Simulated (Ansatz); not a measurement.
`Cl[SiH2]N[Si](Cl)(Cl)Cl` from Hartree–Fock to CCSD(T)

```csv
atom,x (Å),y (Å),z (Å)
Cl1,-2.3491,-1.9494,-1.0226
Si2,-1.3669,-0.1734,-0.7182
N3,0.1040,-0.5896,0.0966
Si4,1.3130,0.4473,0.6631
Cl5,1.5353,0.3551,2.6805
Cl6,3.1262,0.0277,-0.1511
Cl7,0.7420,2.3269,0.1327
H8,-1.1174,0.4412,-2.0389
H9,-2.2292,0.6947,0.1103
H10,0.2421,-1.5804,0.2475
```

Charge 0, multiplicity 1. Geometry: relaxed with PBE0-D4/def2-TZVP. It is one conformer, not always the lowest. Frozen core, restricted reference, Ansatz. CBS rows extrapolate triple and quadruple zeta; past MP2 they add the triple-zeta difference.

```csv
basis,HF (Eh),MP2 corr.,CCSD corr.,(T),CCSD(T) total
def2-TZVPP,?,-1.19283,-1.27119,?,?
def2-QZVPP,-2472.52230,?,–,–,–
CBS(def2),-2472.53222,?,-1.46986,as TZ,?
```

Task: Fill in the withheld values. (An estimate is asked.)

Result: The calculation gave: def2-TZVPP HF (Eh): -2472.45029; def2-TZVPP (T): -0.05514; def2-TZVPP CCSD(T) total: -2473.77662; def2-QZVPP MP2 corr.: -1.30696; CBS(def2) MP2 corr.: -1.39150; CBS(def2) CCSD(T) total: -2474.05722.
